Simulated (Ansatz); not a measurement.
`CB(C)C[SiH3]` + NH₃ → `CB(N)C[SiH3]` + CH₄ at 500 K and 1 bar (ligand exchange at a B–C bond).

Program: Ansatz. Geometries: PBE0-D4/def2-TZVP. ΔE: electronic, gas phase. CBS: MP2 limit from def2 TZ/QZ plus the TZ coupled-cluster correction, frozen cores. This one scheme is used for every species. Each species was taken in one conformer, which may not be the lowest.

```tsv
species	CCSD(T)/CBS energy (Eh)	H − E (kJ/mol)	S (J/(mol·K))
`CB(C)C[SiH3]`	-434.67777	398.5	468.6
NH₃	-56.50880	108.2	211.8
`CB(N)C[SiH3]`	-450.77256	373.5	448.7
CH₄	-40.46206	135.6	206.8
```

H − E and S are ideal-gas, rigid-rotor, harmonic terms from PBE0-D4/def2-TZVP, for one conformer and one mirror image of each species. 1 Eh = 2625.50 kJ/mol, R = 8.31446 J/(mol·K).

Task: By hand: ΔE, ΔH, ΔS and ΔG.

Result: ΔE = (-450.77256) + (-40.46206) − (-434.67777) − (-56.50880) = -0.04805 Eh = -126.2 kJ/mol. Δ(H − E) = 373.5 + 135.6 − 398.5 − 108.2 = 2.4, so ΔH = -123.8 kJ/mol. ΔS = 448.7 + 206.8 − 468.6 − 211.8 = -24.9 J/(mol·K). ΔG = -123.8 − 500 × (-24.9)/1000 = -111.3 kJ/mol.

Task: By hand: the equilibrium constant, and the temperature at which ΔG would vanish if ΔH and ΔS stayed fixed.

Result: log₁₀ K = −ΔG/(RT ln 10) = 11.6. ΔG = 0 at ΔH/ΔS = 4972 K, far beyond where these terms or the molecules hold.

ΔH outweighs TΔS. A doubt of 5 kJ/mol in ΔE shifts log₁₀ K by 0.5 here. Other conformers and mirror images would add mixing entropy, several J/(mol·K) or more a flexible species. Modes under 60 cm⁻¹, often nearly free rotors, make the harmonic entropy too high. These are equilibria of isolated gas molecules and say nothing of rates. Largest T1 diagnostic: 0.011 (customary marks: 0.02 for closed shells, 0.045 for open ones).
